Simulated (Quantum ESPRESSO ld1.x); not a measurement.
One sound ld1.x (Quantum ESPRESSO 7.5) input for the iridium ion Ir3+ gives E = -16799.7270 hartree in 32 iterations:

```
 &input
    zed=77.0,
    iswitch=1,
    rel=0,
    lsd=1,
    dft='SLA-VWN',
    config='[Xe] 4f14 5d6',
    prefix='ld1',
    max_out_wfc=37,
    file_charge='ld1.rho',
 /
```

Changed or added lines, one case at a time, and what came of them:

- rel=1 relpert=.true. (without lsd): refused. The program stops in ld1_readin with "perturbative SO-splitting for AE calculations with rel=0 only": the perturbative correction needs rel = 0.
- config='[Xe] 4f14 5d6 5g1': refused. The program stops in el_config with "l not found:G": the config string knows s, p, d and f alone.
- dx=0.002: refused. The program stops in do_mesh with "ndmx is too small": the mesh holds 3500 points at most, so dx, xmin and rmax must fit that.
- rmax=1000.0: harmless. The energy moves by less than 1e-5 hartree against the default mesh (-16799.7270 hartree).
- config='[Xe] 4f14 5d6 6s3': refused. The program stops in el_config with "wrong occupancy:3": an s shell holds at most 2 electrons.
- beta=1.0: harmless. The Broyden-type mixing copes: 11 iterations against 32, same energy.
- dft='HF': refused. The program stops in ld1_setup with "HF not implemented yet": ld1.x has no Hartree-Fock; KLI and OEP are its exact-exchange options.
